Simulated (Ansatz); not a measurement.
Mulliken charges of `BN[SiH2]Cl` from r2SCAN/def2-TZVPP in Ansatz (PBE0-D4/def2-TZVP geometry).

| atom | x (Å) | y (Å) | z (Å) | charge (e) |
| --- | --- | --- | --- | --- |
| B1 | -0.106 | 1.572 | 0.034 | -0.015 |
| N2 | -0.041 | 0.290 | 0.599 | -0.250 |
| Si3 | -0.028 | -1.200 | -0.279 | 0.524 |
| Cl4 | 1.841 | -2.056 | -0.253 | -0.254 |
| H5 | -0.169 | 1.672 | -1.157 | -0.013 |
| H6 | -0.104 | 2.533 | 0.746 | -0.015 |
| H7 | 0.022 | 0.231 | 1.607 | 0.155 |
| H8 | -0.934 | -2.176 | 0.366 | -0.075 |
| H9 | -0.394 | -0.912 | -1.678 | -0.056 |

By hand: the dipole of these point charges (1 e Å = 4.8032 D).

Σ q r = (-0.371, -0.012, 0.087) e Å, of length 0.381 e Å = 1.83 D.

How does the dipole of the full density compare? (Best estimate.)

Ansatz gave: (-0.206, -0.043, 0.215) e Å, 1.45 D; the point charges give 1.26 times that, at 33° from its direction.

Point charges leave out the atoms' own dipoles, such as those of lone pairs, and Mulliken's split depends on the basis, so the two needn't agree.
